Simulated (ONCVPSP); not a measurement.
Cutoff test, molybdenum (Mo), ONCV

* Element: Mo (Z = 42)
* Generator: ONCVPSP 4.0.1
* Type: optimised norm-conserving Vanderbilt (ONCV)
* Functional: PBEsol
* Relativity: scalar-relativistic
* Frozen core: [Ar] 3d10
* Valence charge: 14
* Reference configuration: 4s2 4p6 4d5.5 5s0.5
* Partial waves: 4s+5s: rc 1.45 bohr, ncon 4, nbas 7, qcut 8.2 1/bohr, 2 projectors; 4p: rc 2.00 bohr, ncon 4, nbas 8, qcut 6.3 1/bohr, 1 projector; 4d: rc 1.85 bohr, ncon 3, nbas 8, qcut 5.7 1/bohr, 2 projectors, debl 2.4 Ha; f scattering state at 0.39 Ha: rc 1.95 bohr, ncon 5, nbas 8, qcut 5.2 1/bohr, 2 projectors, debl 2 Ha
* Local potential: polynomial inside 1.45 bohr (lpopt 5, dvloc0 0 Ha)
* Core correction: none

Question: For each optimised wave give the share of its norm inside rc, the residual kinetic energy above qcut (Ha) and the cutoffs (Ha) for errors of 10, 1, 0.1 and 0.01 mHa per electron.

Answer:

```
         wave  norm inside rc  residual KE  10 mHa  1 mHa  0.1 mHa  0.01 mHa
           4s           0.828      7.1e-06    20.2   25.4     29.5      33.9
           5s           0.034      2.3e-06    14.6   21.7     27.1      31.2
           4p           0.936      2.3e-07     9.8   12.7     15.2      17.1
           4d           0.514      3.1e-04    11.5   14.7     32.4      91.8
d projector 2           0.120      2.2e-03    13.8   17.7     55.9      95.0
f projector 1           0.015      3.2e-04     3.5   10.3     21.4      57.4
f projector 2           0.397      1.7e-01    21.1   43.9     70.1      79.4
```

The occupied waves need 25 Ha and 32 Ha for 1 and 0.1 mHa.
